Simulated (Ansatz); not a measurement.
Gas-phase electronic energies from Ansatz, PBE0-D4/def2-TZVP geometries. CBS: MP2 limit from def2 TZ/QZ plus the TZ coupled-cluster correction, frozen cores. DFT in def2-TZVPP. For Se outer-core shells are correlated without core-valence functions, which leaves a few kJ/mol of doubt a bond. Scalar relativity is left out up to krypton. One conformer a species, not always the lowest.

`CB(Cl)[SeH]` + `N[SiH](O)S` → `N[Si](O)(S)[SeH]` + `CBCl`  (formal exchange of groups at the Se–B bond)

`CB(Cl)[SeH]`:

Z-matrix (Å, degrees):
```
C
B 1 1.556
H 1 1.095 2 109.5
H 1 1.095 2 109.6 3 115.8
H 1 1.090 2 114.3 3 -122.0
Cl 2 1.762 1 119.5 3 -58.9
Se 2 1.930 1 125.5 3 121.0
H 7 1.469 2 95.5 1 0.1
```

`N[SiH](O)S`:

Z-matrix (Å, degrees):
```
Si
O 1 1.644
S 1 2.137 2 105.1
N 1 1.696 2 112.5 3 -119.7
H 1 1.483 2 110.7 3 120.7
H 2 0.959 1 117.6 3 -57.1
H 3 1.344 1 94.0 2 174.4
H 4 1.007 1 120.6 2 -81.2
H 4 1.007 1 120.9 2 68.7
```

`N[Si](O)(S)[SeH]`:

Cartesian coordinates in Å:
```
N 0.842 -0.628 -1.026
Si -0.048 0.079 0.228
O -1.290 -0.971 0.435
S 1.168 0.382 1.950
Se -0.842 2.205 -0.091
H 0.380 -1.147 -1.754
H 1.739 -0.268 -1.302
H -2.055 -0.614 0.891
H 1.345 -0.938 2.141
H -1.238 1.897 -1.472
```

`CBCl`:

Cartesian coordinates in Å:
```
C -0.146 -0.705 0.017
B 0.072 0.828 0.022
Cl 1.518 1.553 -0.645
H 0.650 -1.281 -0.455
H -1.100 -0.937 -0.472
H -0.270 -1.049 1.052
H -0.724 1.591 0.481
```

```
     level  ΔE (eV)
 r2SCAN-D4     0.02
r2SCANh-D4     0.01
```

**Question.** What does CCSD(T)/CBS give? (An estimate is asked.)

**Answer.** Computed: +0.02 eV. The listed levels differ from it by 0.00, -0.01 eV.

Largest T1 diagnostic among the species: 0.011.

From BLYP to BHLYP (50 % exact exchange), in def2-TZVPP and without D4, ΔE moves by −0.04 eV. Leaving LDA and LC-ωPBE aside and taking each functional with its dispersion term where it has one, the values, not all of them listed here, spread over 0.08 eV, from BHLYP-D4 to B97M-V.
